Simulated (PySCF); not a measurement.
**C3H8NO2Si2: g tensor and hyperfine couplings**

Compound: C3H8NO2Si2 (doublet state).
Geometry (GFN2-xTB, Å), atoms numbered from 1 in this order:
```
atom  x, y, z in Å
N1     2.5396    0.5935    0.6398
C2     2.2434   -0.2688   -0.3521
O3     3.0367   -0.5683   -1.2220
Si4    0.4607   -0.9878   -0.3358
C5    -0.7361   -0.1115   -1.4186
C6    -1.9391    0.4006   -0.7134
Si7   -1.6424    0.1788    1.1662
O8    -0.1981   -0.5711    1.1320
H9     1.8792    0.7503    1.3802
H10    3.4688    0.9806    0.7149
H11    0.5178   -2.4472   -0.3488
H12   -0.6248    0.1067   -2.4690
H13   -2.1654    1.4250   -1.0220
H14   -2.8111   -0.1850   -1.0263
H15   -1.4368    1.4386    1.8763
H16   -2.6000   -0.7255    1.7897
```

The hyperfine couplings belong to this conformer and change with its torsions.

Identity: `NC(=O)[Si@@H]1[CH]C[SiH2]O1` [radical].

Theory: PySCF 2.14.0, UKS B3LYP, pcH-1 on C H N O Si, non-relativistic, mean-field spin-orbit, GIAO. One conformer (not necessarily the lowest) at the GFN2-xTB geometry, without solvent, vibrations or thermal averaging. The geometry wasn't refined by DFT: couplings that depend on bond lengths, twists or pyramidal angles can differ widely from those at the functional's own minimum. The SCF solution wasn't tested for stability.

```json
{
 "g1, g2, g3": "2.00226, 2.00288, 2.00319",
 "g_iso": "2.00278",
 "Form of g": "rhombic: the two nearest values differ by 33 % of g3 − g1",
 "⟨S²⟩": "0.7538 (exact 0.7500)",
 "α and β electrons": "39, 38",
 "HOMO–LUMO gap, α and β orbitals": "5.95, 3.89 eV"
}
```

Isotropic coupling and dipolar principal values T1 to T3, in 10⁻⁴ cm⁻¹; ρ(0) is the spin density at the nucleus (1 × 10⁻⁴ cm⁻¹ = 2.998 MHz):

```csv
atom,isotope,a_iso,of which spin–orbit,T1,T2,T3,Mulliken spin population,ρ(0) (bohr⁻³)
N1,14N,0.5,0.0,-0.1,-0.1,0.2,0.00,0.0049
C2,13C,8.6,0.0,-0.9,-0.7,1.6,0.02,0.0231
O3,17O,-0.3,0.0,-1.9,0.7,1.2,0.01,0.0014
Si4,29Si,17.0,0.0,-0.9,0.0,0.9,-0.02,-0.0575
C5,13C,26.3,0.0,-24.7,-24.4,49.1,0.98,0.0703
C6,13C,-9.8,0.0,-1.1,0.4,0.7,-0.09,-0.0261
Si7,29Si,-2.5,0.0,-0.7,0.3,0.4,0.01,0.0086
O8,17O,0.1,0.0,-0.5,0.2,0.4,0.00,-0.0004
H9,1H,-0.2,0.0,-0.5,-0.2,0.8,0.00,-0.0001
H10,1H,0.6,0.0,-0.3,-0.2,0.6,0.00,0.0004
H11,1H,17.3,0.0,-1.0,-0.6,1.6,0.03,0.0116
H12,1H,-18.9,0.0,-11.7,-0.3,12.0,-0.04,-0.0127
H13,1H,26.7,0.0,-1.7,-1.2,2.8,0.03,0.0179
H14,1H,52.4,0.0,-2.0,-1.0,3.1,0.06,0.0351
H15,1H,0.6,0.0,-0.5,-0.4,0.9,0.00,0.0004
H16,1H,-0.3,0.0,-0.4,-0.4,0.9,0.00,-0.0002
```

The largest Mulliken spin populations are on C5 (+0.98), C6 (-0.09) and H14 (+0.06). No atom but C5 exceeds +0.15. The positive populations add up to 1.14 and the negative ones to -0.14, together 2S = 1. The angles at C5 add up to 359.9°, so it is planar; its axial dipolar tensor and the negative coupling of its proton fit spin in a p orbital normal to that plane.

Axes: g3 points within 10° of the Si4–C5 bond.

Under fast tumbling the dipolar parts average out, and these isotropic splittings remain (the largest six): 1 × 1H (H14, I = 1/2, 2 lines) with 5.60 mT, 1 × 1H (H13, I = 1/2, 2 lines) with 2.85 mT, 1 × 1H (H12, I = 1/2, 2 lines) with 2.02 mT, 1 × 1H (H11, I = 1/2, 2 lines) with 1.85 mT, 1 × 1H (H10, I = 1/2, 2 lines) with 0.07 mT and 1 × 1H (H15, I = 1/2, 2 lines) with 0.06 mT.

H9 and H10 aren't averaged: N1 is flat or nearly so (angle sum 359°), and its turn about the short N1–C2 bond (1.35 Å) is taken as slow.

The 29Si coupling of Si4 (51.0 MHz) shows only in satellite lines or after enrichment, since that isotope makes up about 4.7 % of natural silicon.

The 13C coupling of C5 (78.9 MHz) shows only in satellite lines or after enrichment, since that isotope makes up about 1.07 % of natural carbon.

Time: 1.9 min of wall time (with the writing of density and orbital grids); peak memory 1.1 GiB. Hardware: Arm Neoverse V2, one thread, no GPU, shared host.
